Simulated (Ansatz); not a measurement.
CH3ClMoS2 (`[CH3][Mo](=[S])(=[S])[Cl]`). Total charge 0; spin multiplicity 1. Correlated methods include outer-core shells of Mo, which these sets cover unevenly. Mo takes the def2 core potential.

Z-matrix (Å, degrees):
```
C
Mo 1 2.080
H 1 1.095 2 106.8
H 1 1.090 2 113.0 3 120.7
H 1 1.095 2 106.9 3 -118.5
S 2 2.088 1 104.2 3 -178.5
S 2 2.088 1 104.2 3 -63.6
Cl 2 2.238 1 110.7 3 59.0
```

Q: Give the diagnostics of a CCSD(T)/def2-TZVPP run (frozen core, the Gaussian-basis code of Ansatz). (An estimate is asked.)

A: Computed: T1 = 0.0251, largest single amplitude 0.071, largest double 0.062, (T) share of the correlation energy 6.6 %, 15 CCSD cycles. The RHF solution is unstable towards an unrestricted one. T1 lies over the customary mark of 0.02 for closed shells; compounds of d metals often pass it without a breakdown.
